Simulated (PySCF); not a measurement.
[InS2]-: one-bond stretch

These are results of PySCF, PBE0, basis In def2-TZVPD with ECP28, S def2-TZVPD (scalar-relativistic core potentials, no spin–orbit coupling, density fitting), not measurements.

Rigid scan from the singlet minimum (In–S 2.242 Å (×2); S–In–S 180.0°). Coordinate: the bond from In to the last atom (S) scaled, the rest fixed. Energies in kJ/mol from the minimum.

```
scale of one bond  E (kJ/mol)  dipole size (D, about the centre of mass)
             0.92        36.1                                       1.09
             0.96         7.9                                       0.54
             1.00         0.0                                       0.00
             1.05         9.2                                       0.65
             1.12        42.9                                       1.48
             1.20        94.7                                       2.29
             1.35       193.5                                       3.36
             1.55       294.8                                          –
             1.80       371.1                                          –
             2.20       426.3                                          –
```

At long bonds a restricted determinant can lie too high, and another spin state can fall below this curve.

Other isomers or separated fragments may lie lower.

The scan took about 100 core-seconds on a shared host.
